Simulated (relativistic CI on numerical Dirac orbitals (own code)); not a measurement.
**Ti+ in a cubic cluster: 2p photoemission with charge transfer**

Computed with a charge-transfer multiplet model of a cubic metal-ligand cluster with up to one ligand hole, Slater and spin-orbit integrals from Dirac-Coulomb-Breit ions, Slater integrals scaled by 0.9. The ground state mixes d3 with configurations of k ligand holes L, whose averages lie at kΔ + k(k − 1)U_dd/2; a core hole lowers each added d electron by U_cd. 300 K, Lorentzian 0.6 eV and Gaussian 0.8 eV FWHM.

Atomic integrals in eV (Slater integrals scaled, ζ unscaled), ground: F2dd 6.085, F4dd 3.735, zeta_d 0.009; with the core hole: F2dd 8.239, F4dd 5.130, zeta_d 0.022, zeta_core 3.746, F2cd 4.410, G1cd 3.131, G3cd 1.774.

Cluster parameters (eV): Δ = 8.1, U_dd = 5.7, 10Dq = 1.1, 10Dq(ligand) = 1.3, V(eg) = 1.85, V(t2g) = -1.01, final-state hopping factor = 0.9.

```
         Case   n_d    d3   d4L     S
U_cd = 4.7 eV  3.15  0.85  0.15  1.50
U_cd = 6.5 eV  3.15  0.85  0.15  1.50
U_cd = 8.3 eV  3.15  0.85  0.15  1.50
```

Weights, n_d and S are thermal averages at 300 K. Binding energies count from the first peak over 30 % of the highest in each spectrum, which can be another peak from case to case. The parameters are a model scan and need not match a compound or its usual spin state. Peaks in eV (height, largest 100):
- U_cd = 4.7 eV: 0.0 (100), 4.0 (15), 6.5 (53)
- U_cd = 6.5 eV: 0.0 (100), 4.2 (19), 6.6 (51)
- U_cd = 8.3 eV: 0.0 (100), 4.0 (25), 6.9 (55), 14.4 (10)

Curve for U_cd = 6.5 eV (points under 2 left out, the grid thinned):

E (eV), Intensity and a bar:
```
     -3.4        2.1 
     -3.0        2.6 
     -2.5        3.8 #
     -2.1        5.4 #
     -1.7        8.7 ##
     -1.3       16.9 #####
     -0.8       48.2 ##############
     -0.4       86.2 ##########################
      0.0      100.0 ##############################
      0.4       94.4 ############################
      0.9       73.1 ######################
      1.3       46.6 ##############
      1.7       26.9 ########
      2.2       18.2 #####
      2.6       16.2 ####
      3.0       15.8 ####
      3.4       16.5 ####
      3.9       18.3 #####
      4.3       18.6 #####
      4.7       18.9 #####
      5.1       21.6 ######
      5.6       30.4 #########
      6.0       41.0 ############
      6.4       49.6 ###############
      6.9       46.9 ##############
      7.3       34.9 ##########
      7.7       25.1 #######
      8.1       20.0 #####
      8.6       16.9 #####
      9.0       14.0 ####
      9.4       10.3 ###
      9.8        7.7 ##
     10.3        6.5 #
     10.7        5.9 #
     11.1        5.0 #
     11.6        3.8 #
     12.0        3.1 
     12.4        2.6 
     12.8        2.4 
     13.3        2.4 
     13.7        2.8 
     14.1        3.5 
     14.5        3.9 #
     15.0        3.0 
     15.4        2.1
```

For the case U_cd = 6.5 eV, Δ = 8.1 eV is larger than U_dd = 5.7 eV, the Mott-Hubbard side of the Zaanen-Sawatzky-Allen scheme. With the core hole the configuration with one ligand hole lies at Δ − U_cd = 3.4, 1.6, -0.2 eV from the one without, in the order of the table; where this is negative the screened configuration lies lower, though the effective hopping of about 3.6 eV (from the holes of the mixed ground state) mixes the two strongly wherever it is as large as the gap.

With at most 1 ligand hole the space is cut while the next configuration still counts, so covalency is underestimated, and a final configuration with one more ligand hole, which can lie low, is missing from the spectra.
